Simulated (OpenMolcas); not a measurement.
Ge⁺: the spin-orbit constant, worked from levels

```
Program             : OpenMolcas 26.06
Basis               : ANO-RCC [10s9p8d5f2g]
Scalar Hamiltonian  : DKH2, point nucleus
Active space        : 1 electron in 9 orbitals (RAS2 4p; RAS3 4d 5s, at most 1 electron)
State averaging     : 2S+1 = 2 odd, 3 roots; 2S+1 = 2 even, 6 roots
Spin-orbit coupling : state interaction with AMFI integrals over the reference wave functions, term energies averaged over their components
```

Methods: RASSCF; SS-RASPT2, IPEA 0.25 Eh, imaginary shift 0.1 Eh (closed shells correlated: 3d 4s). Measured levels: NIST Handbook of Basic Atomic Spectroscopic Data.

**The spin-orbit constant.** For the Hund term ²P° of p1, E(J) = (A/2) J(J+1) + constant and ζ = 2S·A = A. From J = 1/2 to J = 3/2 the energy changes by 1.5 A.

```json
{"Source": "RASSCF", "E(3/2) - E(1/2)": "1564.0", "A": "1042.7", "ζ": "1043"}
{"Source": "SS-RASPT2", "E(3/2) - E(1/2)": "1564.0", "A": "1042.7", "ζ": "1043"}
{"Source": "measured", "E(3/2) - E(1/2)": "1767.4", "A": "1178.3", "ζ": "1178"}
```

All in cm-1. SS-RASPT2 is off by -11.5 % and RASSCF by -11.5 %. Both methods take the spin-orbit matrix elements from the reference wave functions, so the second can move ζ only through the term energies and any multistate remixing.

With one active electron the reference holds no correlation, so core polarisation is missing (holds for RASSCF). With one active electron, CASPT2 adds the correlation within the correlated inactive shells and between them and that electron, and leaves the splitting within a term as the reference gives it (holds for SS-RASPT2). Computed and measured levels are paired by configuration, term and J; levels that our copy of the source lacks, or whose pairing is in doubt (as where it misses far off the trend of its configuration), stay unpaired and out of the deviations. Levels of configurations outside the active space are missing.

° marks odd parity.
